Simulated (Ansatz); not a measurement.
`[NH2][Ga]([F])[Cl]` + HCl → `[NH2][Ga]([Cl])[Cl]` + H–F at 400 K and 1 bar (ligand exchange at a Ga–F bond).

Computed with Ansatz on PBE0-D4/def2-TZVP structures; ΔE is electronic, products minus reactants. CCSD(T)/CBS is the MP2 limit (def2-TZVPP, def2-QZVPP) plus CCSD(T) − MP2 in def2-TZVPP, frozen cores. This one scheme is used for every species. For Ga outer-core shells are correlated without core-valence functions, which leaves a few kJ/mol of doubt a bond. Scalar relativity is left out up to krypton. One conformer a species, not always the lowest.

```tsv
species	CCSD(T)/CBS energy (Eh)	H − E (kJ/mol)	S (J/(mol·K))
`[NH2][Ga]([F])[Cl]`	-2539.54166	103.4	362.5
HCl	-460.38127	29.6	195.4
`[NH2][Ga]([Cl])[Cl]`	-2899.54184	102.3	377.0
H–F	-100.39570	36.5	182.2
```

H − E and S are ideal-gas, rigid-rotor, harmonic terms from PBE0-D4/def2-TZVP, for one conformer and one mirror image of each species. 1 Eh = 2625.50 kJ/mol, R = 8.31446 J/(mol·K).

Question: By hand: ΔE, ΔH, ΔS and ΔG.

Answer: ΔE = (-2899.54184) + (-100.39570) − (-2539.54166) − (-460.38127) = -0.01461 Eh = -38.4 kJ/mol. Δ(H − E) = 102.3 + 36.5 − 103.4 − 29.6 = 5.8, so ΔH = -32.6 kJ/mol. ΔS = 377.0 + 182.2 − 362.5 − 195.4 = 1.3 J/(mol·K). ΔG = -32.6 − 400 × (1.3)/1000 = -33.1 kJ/mol.

Question: By hand: the equilibrium constant, and the temperature at which ΔG would vanish if ΔH and ΔS stayed fixed.

Answer: log₁₀ K = −ΔG/(RT ln 10) = 4.3. ΔH and −TΔS have one sign here, so there is no such temperature.

The number of gas molecules stays the same, so ΔS is small and ΔH decides. A doubt of 5 kJ/mol in ΔE shifts log₁₀ K by 0.7 here. Other conformers and mirror images would add mixing entropy, several J/(mol·K) or more a flexible species. Modes under 60 cm⁻¹, often nearly free rotors, make the harmonic entropy too high. These are equilibria of isolated gas molecules and say nothing of rates. Largest T1 diagnostic: 0.013 (customary marks: 0.02 for closed shells, 0.045 for open ones).

ΔS is within the doubt of such terms, so its sign, and with it that verdict, could turn.
